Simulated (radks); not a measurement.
The mean radii <r> (bohr) of the occupied orbitals of an atom or ion are listed with their occupations. All-electron calculation, scalar-relativistic Kohn-Sham, Wu-Cohen GGA, spin-polarised, spherical densities, point nucleus. Program: a radial shooting solver on a logarithmic mesh with Libxc functionals.

orbital  occ.      <r>
1s down     1  0.02037
1s up       1  0.02037
2s up       1  0.08646
2s down     1  0.08646
2p up       3  0.07672
2p down     3  0.07672
3s up       1   0.2254
3s down     1   0.2253
3p up       3   0.2246
3p down     3   0.2245
3d up       5   0.2038
3d down     5   0.2038
4s up       1   0.5082
4s down     1   0.5082
4p up       3   0.5391
4p down     3   0.5392
4d up       5   0.5838
4d down     5   0.5842
5s up       1    1.249
5s down     1    1.255
5p up       3    1.480
5p down     3    1.489
4f up       7   0.8124
4f down     5   0.8290

Name the element and its charge. Open shells, if any, are filled with parallel spins first.

Answer. Z = 68, erbium, charge +2: Er2+ in [Xe] 4f12. The 1s radius gives Z: for a bare nucleus <r> = (2 gamma + 1)/(2Z) with gamma = sqrt(1 - (Z/c)^2), 0.02012 bohr for Z = 68, and screening makes it slightly larger (0.02037 here). The occupations add up to 66, and the charge is Z minus that.
